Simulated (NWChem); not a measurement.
System meant: CdSiH4; SMILES [SiH3][CdH]

NWChem input:

```
start job
memory heap 200 mb stack 900 mb global 1100 mb
geometry units angstroms noautoz
  Cd    -0.342825    -0.581086    -0.009489
  H     -0.497390    -2.268366    -0.014605
  Si    -0.112526     1.927589    -0.001865
  H      1.041172     2.382725     0.841880
  H     -1.338555     2.602391     0.537985
  H      0.114351     2.475614    -1.379588
end
basis spherical
  Cd library def2-svp
  H library def2-svp
  Si library def2-svp
end
ecp
  Cd library def2-ecp
end
dft
  xc b3lyp
  iterations 150
end
tddft
  cis
  nroots 4
  notriplet
end
task tddft energy
```

End of the output:

```
 Vector   22  Occ=0.000000D+00  E=-3.222034D-03  Symmetry=a
              MO Center=  1.5D-11, -6.2D-12, -4.6D-02, r^2= 6.3D+00
   Bfn.  Coefficient  Atom+Function         Bfn.  Coefficient  Atom+Function
  ----- ------------  ---------------      ----- ------------  ---------------
     5      1.234807  1 Cd s                 40     -1.125820  3 Si s
    49      0.611948  3 Si pz                14      0.536396  1 Cd pz
    33     -0.491636  2 H  s                 39     -0.412863  3 Si s
     4      0.369592  1 Cd s                 17      0.258874  1 Cd d  0
    32     -0.232201  2 H  s                 38     -0.229937  3 Si s

 center of mass
 --------------
 x =   0.00000000 y =  -0.00000000 z =  -0.21463717

 moments of inertia (a.u.)
 ------------------
         608.092426216373          -0.000000000000           0.000000000000
          -0.000000000000         608.092426216373           0.000000000000
           0.000000000000           0.000000000000          20.886655302073

     Multipole analysis of the density
     ---------------------------------

     L   x y z        total         alpha         beta         nuclear
     -   - - -        -----         -----         ----         -------
     0   0 0 0      0.000000    -19.000000    -19.000000     38.000000

     1   1 0 0     -0.000000     -0.000000     -0.000000      0.000000
     1   0 1 0      0.000000      0.000000      0.000000     -0.000000
     1   0 0 1     -0.097112    -17.212081    -17.212081     34.327050

     2   2 0 0    -27.237273    -18.799758    -18.799758     10.362243
     2   1 1 0     -0.000000     -0.000000     -0.000000      0.000000
     2   1 0 1      0.000000      0.000000      0.000000     -0.000000
     2   0 2 0    -27.237273    -18.799758    -18.799758     10.362243
     2   0 1 1     -0.000000     -0.000000     -0.000000     -0.000000
     2   0 0 2    -34.430619   -161.193481   -161.193481    287.956343

 ------------------------------------------------------------------------
 tddft_init: non-Abelian symmetry not permitted                   0
 ------------------------------------------------------------------------
 ------------------------------------------------------------------------
  current input line :
    28: task tddft energy
 ------------------------------------------------------------------------
 ------------------------------------------------------------------------
 There is an error related to the specified geometry
 ------------------------------------------------------------------------
 For more information see the NWChem manual at https://nwchemgit.github.io

0:tddft_init: non-Abelian symmetry not permitted:Received an Error in Communication
```

Problem. Can this run be used? If not, why, and what is the fix?

Solution. The program stopped with an error. Cause: the TDDFT module takes Abelian point groups alone, and the geometry was found to have a non-Abelian one. This input runs:
```
start job
memory heap 200 mb stack 900 mb global 1100 mb
geometry units angstroms noautosym nocenter noautoz
  Cd    -0.342825    -0.581086    -0.009489
  H     -0.497390    -2.268366    -0.014605
  Si    -0.112526     1.927589    -0.001865
  H      1.041172     2.382725     0.841880
  H     -1.338555     2.602391     0.537985
  H      0.114351     2.475614    -1.379588
end
basis spherical
  Cd library def2-svp
  H library def2-svp
  Si library def2-svp
end
ecp
  Cd library def2-ecp
end
dft
  xc b3lyp
  iterations 150
end
tddft
  cis
  nroots 4
  notriplet
end
task tddft energy
```
It converges to -459.58741 Ha (B3LYP/def2-SVP with def2 effective core potentials on Cd, TDA).
